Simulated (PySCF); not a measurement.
C₆H₁₄O, singlet, geometry from GFN2-xTB. Base run: BLYP/STO-3G run with PySCF.

Here is a job for PySCF.
```python
from pyscf import gto, scf, dft

mol = gto.Mole()
mol.atom = '''
    C    -2.430786    0.703869   -0.803039
    C    -1.255707    0.449180    0.140069
    C    -1.611317   -0.653581    1.132328
    C    -0.003568    0.096171   -0.671054
    C     1.306359    0.165616    0.121118
    C     2.506208    0.284698   -0.821556
    O     1.414163   -1.000108    0.917188
    H    -3.326534    0.946464   -0.235836
    H    -2.633948   -0.182107   -1.400882
    H    -2.217540    1.531424   -1.476530
    H    -1.054741    1.372090    0.697216
    H    -2.444852   -0.346996    1.760895
    H    -1.894947   -1.558629    0.599719
    H    -0.759745   -0.885693    1.763578
    H     0.075535    0.789699   -1.510425
    H    -0.102345   -0.914706   -1.069157
    H     1.284198    1.052872    0.778273
    H     2.441385    1.198399   -1.405787
    H     3.436494    0.305050   -0.254556
    H     2.530908   -0.566790   -1.497904
    H     2.285699   -1.015930    1.326707
'''
mol.basis = 'sto-3g'
mol.charge = 0
mol.spin = 0
mol.verbose = 4
mol.build()

mf = dft.RKS(mol)
mf.xc = 'blyp'
mf.kernel()
```

The base run was repeated with changes; each row names its change, and settings that it needs were set with it.

| change | ΔE vs base (mEh) | fitting functions | dipole (D) |
|---|---|---|---|
| base | 0.000 | - | 1.28 |
| auxbasis = cc-pvqz-jkfit | -0.231 | 1456 | 1.28 |
| auxbasis = def2-svp-ri | -20.367 | 532 | 1.27 |
| auxbasis = default (with mf = mf.density_fit()) | -2.345 | 779 | 1.28 |
| auxbasis = even-tempered beta=1.6 | -13.428 | 588 | 1.28 |
| auxbasis = cc-pvdz-jkfit | -0.581 | 812 | 1.28 |
| auxbasis = def2-tzvp-ri | -1.901 | 742 | 1.28 |
| auxbasis = autoaux | -14.205 | 560 | 1.28 |
| auxbasis = def2-universal-jkfit | -2.345 | 779 | 1.28 |
| auxbasis = def2-universal-jfit | -3.465 | 497 | 1.27 |

A fitting set is made for a task (jfit for Coulomb, jkfit for Coulomb and exchange, ri for correlation) and for a family of orbital bases.
